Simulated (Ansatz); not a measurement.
Reactions of CH₆Cl₂O₂Si₂, SMILES `O[Si](O)(Cl)C[SiH2]Cl`.

Calculated with Ansatz (gas phase, PBE0-D4/def2-TZVP geometries, no zero-point term in ΔE). CCSD(T)/CBS is the MP2 limit (def2-TZVPP, def2-QZVPP) plus CCSD(T) − MP2 in def2-TZVPP, frozen cores. This one scheme is used for every species. For Ge outer-core shells are correlated without core-valence functions, which leaves a few kJ/mol of doubt a bond. Scalar relativity is left out up to krypton. One conformer a species, not always the lowest.

Q: Order these by ΔE at CCSD(T)/CBS, lowest first. (An estimate is asked.)
A. `O[Si](O)(Cl)C[SiH2]Cl` + `O[Si](O)(F)F` → `O[Si](O)(F)Cl` + `O[Si](O)(F)C[SiH2]Cl`
B. `O[Si](O)(Cl)C[SiH2]Cl` + `FCN[SiH2]Cl` → `O[Si](O)(Cl)N[SiH2]Cl` + `FCC[SiH2]Cl`
C. `O[Si](O)(Cl)C[SiH2]Cl` + `F[SiH](Cl)C[SiH3]` → `O[Si](O)(Cl)[SiH](F)Cl` + `[SiH3]CC[SiH2]Cl`
D. `O[Si](O)(Cl)C[SiH2]Cl` + `[SiH3][GeH2][Cl]` → `O[Si](O)(Cl)[GeH2][Cl]` + `[SiH3]C[SiH2]Cl`

A: B (-14.4 kcal/mol), A (+1.4 kcal/mol), D (+6.8 kcal/mol), C (+29.1 kcal/mol).

Largest T1 diagnostic: 0.011, for `O[Si](O)(Cl)[SiH](F)Cl`.
